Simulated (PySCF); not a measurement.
**Radial density of Tl(75+) (thallium, charge +75)**

UHF, [He] 2s2 2p2, high-spin 3P determinant. Calculation: PySCF 2.14, in an uncontracted even-tempered set (18 s from 57 bohr⁻², ratio 2.2; 13 p from 74 bohr⁻², ratio 2.2; 5 d from 270 bohr⁻², ratio 2.4; 5 f from 410 bohr⁻², ratio 2.4; 4 g from 610 bohr⁻², ratio 2.4); scalar relativity by spin-free X2C-1e.

```json
{"r (bohr)": "0.0134", "4πr²ρ (e/bohr)": "97.43", "4πr²(ρα − ρβ)": "4.9797"}
{"r (bohr)": "0.0225", "4πr²ρ (e/bohr)": "59.57", "4πr²(ρα − ρβ)": "15.3248"}
{"r (bohr)": "0.0378", "4πr²ρ (e/bohr)": "56.98", "4πr²(ρα − ρβ)": "29.8061"}
{"r (bohr)": "0.0636", "4πr²ρ (e/bohr)": "57.56", "4πr²(ρα − ρβ)": "26.0326"}
{"r (bohr)": "0.107", "4πr²ρ (e/bohr)": "13.85", "4πr²(ρα − ρβ)": "5.7841"}
{"r (bohr)": "0.180", "4πr²ρ (e/bohr)": "0.2830", "4πr²(ρα − ρβ)": "0.1258"}
{"r (bohr)": "0.303", "4πr²ρ (e/bohr)": "0.0001299", "4πr²(ρα − ρβ)": "0.0001"}
```

Densities and radii are taken from the X2C orbitals without a picture-change correction, which distorts them close to the nucleus.

Spin-orbit coupling is strong in this species (close to jj coupling), so the high-spin LS determinant is a model state, not a physical level.
